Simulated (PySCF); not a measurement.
Molfile (atoms numbered from 1):
```
C6H12Si2
     RDKit          3D

 20 19  0  0  0  0  0  0  0  0999 V2000
    3.8531    1.0426   -0.1623 C   0  0  0  0  0  0  0  0  0  0  0  0
    4.0754   -0.1236   -0.7473 C   0  0  0  0  0  0  0  0  0  0  0  0
    2.7689   -1.4569   -1.0067 Si  0  0  0  0  0  4  0  0  0  0  0  0
    1.1791   -0.8205   -0.3056 C   0  0  0  0  0  0  0  0  0  0  0  0
    0.1556   -0.3670    0.1568 C   0  0  0  0  0  0  0  0  0  0  0  0
   -1.3922    0.3538    0.8707 Si  0  0  0  0  0  4  0  0  0  0  0  0
   -2.8523   -0.1087   -0.2617 C   0  0  0  0  0  0  0  0  0  0  0  0
   -4.1682    0.5079    0.1989 C   0  0  0  0  0  0  0  0  0  0  0  0
    2.8769    1.3052    0.2147 H   0  0  0  0  0  0  0  0  0  0  0  0
    4.6252    1.7868   -0.0318 H   0  0  0  0  0  0  0  0  0  0  0  0
    5.0757   -0.3362   -1.1087 H   0  0  0  0  0  0  0  0  0  0  0  0
    2.5951   -1.7183   -2.4435 H   0  0  0  0  0  0  0  0  0  0  0  0
    3.1540   -2.6861   -0.2987 H   0  0  0  0  0  0  0  0  0  0  0  0
   -1.5984   -0.1973    2.2174 H   0  0  0  0  0  0  0  0  0  0  0  0
   -1.2406    1.8151    0.9307 H   0  0  0  0  0  0  0  0  0  0  0  0
   -2.6462    0.2132   -1.2847 H   0  0  0  0  0  0  0  0  0  0  0  0
   -2.9604   -1.1949   -0.2990 H   0  0  0  0  0  0  0  0  0  0  0  0
   -4.1030    1.5943    0.2060 H   0  0  0  0  0  0  0  0  0  0  0  0
   -4.4178    0.1780    1.2057 H   0  0  0  0  0  0  0  0  0  0  0  0
   -4.9851    0.2233   -0.4634 H   0  0  0  0  0  0  0  0  0  0  0  0
  1  2  2  0
  2  3  1  0
  3  4  1  0
  4  5  3  0
  5  6  1  0
  6  7  1  0
  7  8  1  0
  1  9  1  0
  1 10  1  0
  2 11  1  0
  3 12  1  0
  3 13  1  0
  6 14  1  0
  6 15  1  0
  7 16  1  0
  7 17  1  0
  8 18  1  0
  8 19  1  0
  8 20  1  0
M  END
```

- σ from GIAO-PBE0/pcSseg-1
- geometry from GFN2-xTB
- program: PySCF 2.14.0 with density-fitted response routines
- one conformer, rapidly exchanging positions averaged, non-relativistic, no solvent

Q: Predict the 2D correlation tables (HSQC, COSY, HMBC).

A: 

HSQC (one-bond C–H):
```csv
δH,δC
6.64 (H9),145.9 (C1)
6.62 (H10),145.9 (C1)
6.25 (H11),135.9 (C2)
1.11 (H18/H19/H20),10.9 (C8)
1.06 (H16/H17),9.0 (C7)
```

COSY cross peaks (H two or three bonds apart, from the bond graph; peaks can be absent where the dihedral angle is near 90°):
```csv
δH,δH
6.64 (H9),6.62 (H10)
6.64 (H9),6.25 (H11)
6.62 (H10),6.25 (H11)
6.25 (H11),4.74 (H12/H13)
4.37 (H14/H15),1.06 (H16/H17)
1.11 (H18/H19/H20),1.06 (H16/H17)
```

HMBC (two and three bonds, from the bond graph):
```csv
δH,δC
6.64 (H9),135.9 (C2)
6.62 (H10),135.9 (C2)
6.25 (H11),"145.9 (C1), 114.1 (C4)"
4.74 (H12/H13),"145.9 (C1), 135.9 (C2), 119.6 (C5), 114.1 (C4)"
4.37 (H14/H15),"119.6 (C5), 114.1 (C4), 10.9 (C8), 9.0 (C7)"
1.11 (H18/H19/H20),9.0 (C7)
1.06 (H16/H17),"119.6 (C5), 10.9 (C8)"
```

Shifts are taken against calculated references (same method and geometry level): 1H (31.72 ppm), 13C (186.93 ppm) against TMS.

Shifts are as computed. Against solution values, carbons near 30 ppm lie about +3 ppm off and those near 130 ppm about +5 ppm. Of 1309 compounds with measured shifts, 239 miss one by over three times the rms of a fit or turn the order of signals round; such compounds aren't used in these exercises.
